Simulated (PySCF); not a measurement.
**Choosing a basis for TDDFT**

Species: sodium bromide, NaBr.
SMILES: `[Na][Br]`

TDDFT with PBE0 (PySCF), vertical singlets, core orbitals frozen in the response, spherical d and f functions. Geometry: PBE0-D3(BJ)/def2-SVP; no solvent, vibrations or thermal averaging. Relativistic effects, spin–orbit coupling among them, are left out although an element past zinc is present.

Problem. Compare def2-SVP, 6-31G*, def2-SVPD, aug-cc-pVDZ, def2-TZVP, def2-TZVPD and aug-cc-pVTZ for this molecule.

Solution. 

```
      basis  functions  diffuse  S1 (eV)  S2 (eV)  S3 (eV)  S4 (eV)  S5 (eV)  LUMO (eV)  α (au)
   def2-SVP         47       no     3.31     3.31     4.07     5.51     5.51      -1.69    31.6
     6-31G*         50       no     3.39     3.39     4.11     5.31     5.31      -1.79    32.3
  def2-SVPD         59      yes     3.55     3.55     4.26     5.38     5.39      -1.72    41.4
aug-cc-pVDZ         63      yes     3.49     3.49     4.19     5.34     5.34      -1.78    40.3
  def2-TZVP         80       no     3.51     3.51     4.17     5.43     5.43      -1.75    37.1
 def2-TZVPD         92      yes     3.55     3.55     4.20     5.38     5.38      -1.75    42.4
aug-cc-pVTZ        109      yes     3.53     3.53     4.17     5.37     5.37      -1.76    42.3
```

States are compared by their number. Against the largest diffuse basis here (aug-cc-pVTZ, itself not a converged limit), sets without diffuse functions differ by up to 0.22 eV in S1 and 0.14 eV in S5; the smaller diffuse sets differ by up to 0.04 and 0.03 eV. State by state, the largest deviation of a set without diffuse functions is S1 0.22, S2 0.22, S3 0.11, S4 0.14, S5 0.14 eV. The same number needn't mean the same state in each row. Against aug-cc-pVTZ the polarisability deviates by -25% in def2-SVP, -24% in 6-31G*, -2% in def2-SVPD, -5% in aug-cc-pVDZ, -12% in def2-TZVP, 0% in def2-TZVPD.
